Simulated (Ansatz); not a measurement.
Harmonic frequencies (cm⁻¹) at PBE0-D4/def2-TZVP from Ansatz: 42, 113, 126, 177, 200, 224, 418, 450, 690, 715, 720, 729, 976, 986, 1352, 1468, 1475, 2181, 3068, 3160, 3168.

Each molecule was computed in one conformer, which needn't be the lowest.

(1) Which molecule is it?
A. `C[O][GeH2][C]#N`
B. `C[S][GeH]([F])[Cl]`
C. `[CH3][Ge]([F])([F])[F]`
D. `[OH][GeH]([F])[GeH3]`

Results:

(1) B.
